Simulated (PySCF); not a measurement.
## Stretching GeS

Set-up: basis Ge pcseg-1, S pcseg-1; no relativity; PySCF 2.14. Energies in eV from Ge + S in their ground configurations at the same level. State: ¹Σ⁺ (singlet), closed shell.

All columns are PBE0. A positive dipole means Ge(−)S(+).

```tsv
R (Å)	E (eV)	μ (D)	Mulliken charge on Ge (basis-dependent)	HOMO (eV)	LUMO (eV)	Mayer bond order	⟨S²⟩
1.746	-3.804	-0.84	0.17	-7.72	-1.72	2.39	0.00
1.827	-4.758	-1.27	0.19	-7.86	-1.96	2.38	0.00
1.908	-5.281	-1.70	0.21	-7.97	-2.19	2.37	0.00
1.969	-5.465	-2.01	0.23	-8.03	-2.35	2.36	0.00
2.030	-5.514	-2.33	0.24	-8.05	-2.51	2.35	0.00
2.091	-5.460	-2.63	0.26	-7.87	-2.67	2.34	0.00
2.172	-5.269	-3.02	0.28	-7.66	-2.86	2.33	0.00
2.274	-4.900	-3.48	0.30	-7.42	-3.09	2.32	0.00
2.395	-4.347	-3.98	0.32	-7.17	-3.34	2.31	0.00
2.558	-3.529	-4.58	0.34	-6.90	-3.63	2.30	0.00
```

A fit through these points gives, at Re = 2.026 Å, μ = -2.31 D and dμ/dR = -5.06 D/Å; the reduced mass is 22.32 u.

Q: How strong is the fundamental in the double-harmonic approximation, I = 42.26·(dμ/dR)²/μred km/mol?

A: I = 42.26·(-5.06)²/22.32 = 48.5 km/mol at PBE0.
